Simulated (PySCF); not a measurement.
Working out the excitation energy of C

C [He] 2s2 2p2 (3P) → C [He] 2s2 2p1 3s1 (3P). Calculation: PySCF 2.14, in aug-cc-pVDZ-DK; the spin-free X2C one-electron Hamiltonian (Gaussian nucleus). Frozen: 1s2. Energies in hartree (1 hartree = 27.21139 eV):

| part | C (lower) | C (upper) |
| --- | --- | --- |
| UHF | -37.702689 | -37.419696 |
| CCSD correlation | -0.075844 | -0.077586 |
| (T) | -0.001260 | -0.001494 |

Q: What does Hartree-Fock give?

A: (-37.419696) − (-37.702689) = 0.282993 hartree = 7.701 eV.

Q: What do CCSD and CCSD(T) give?

A: The CCSD correlation energies differ by -0.001742 hartree = -0.047 eV and the triples by -0.000234 hartree = -0.006 eV, so CCSD gives 7.654 eV and CCSD(T) 7.648 eV.

Measured between the centres of the two terms (NIST): 7.482 eV, so CCSD(T) (valence) is off by 0.166 eV.

A double-zeta basis recovers only part of the correlation energy.

What remains against the reference includes basis incompleteness, the frozen core and higher excitations.
